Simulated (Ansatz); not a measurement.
Reaction (isomerisation): `CC[SiH2]CO` → `C[SiH2]C(C)O`

Calculated with Ansatz (gas phase, PBE0-D4/def2-TZVP geometries, no zero-point term in ΔE). CCSD(T)/CBS adds triple-zeta CCSD(T) − MP2 to the extrapolated MP2 energy (def2 sets, frozen cores). Each species was taken in one conformer, which may not be the lowest.

```tsv
species	CCSD(T)/CBS(def2) energy (Eh)
`CC[SiH2]CO`	-484.42283
`C[SiH2]C(C)O`	-484.43123
```

Task: Work out ΔE.

Result: ΔE = (-484.43123) − (-484.42283) = -0.00840 Eh = -22.1 kJ/mol.

Largest T1 diagnostic among the species: 0.010.

Leaving LDA and LC-ωPBE aside and taking each functional with its dispersion term where it has one, the values, not all of them listed here, spread over 3.6 kJ/mol, from B97M-V to revPBE-D4. LDA lies −3.2 kJ/mol from PBE without D4.
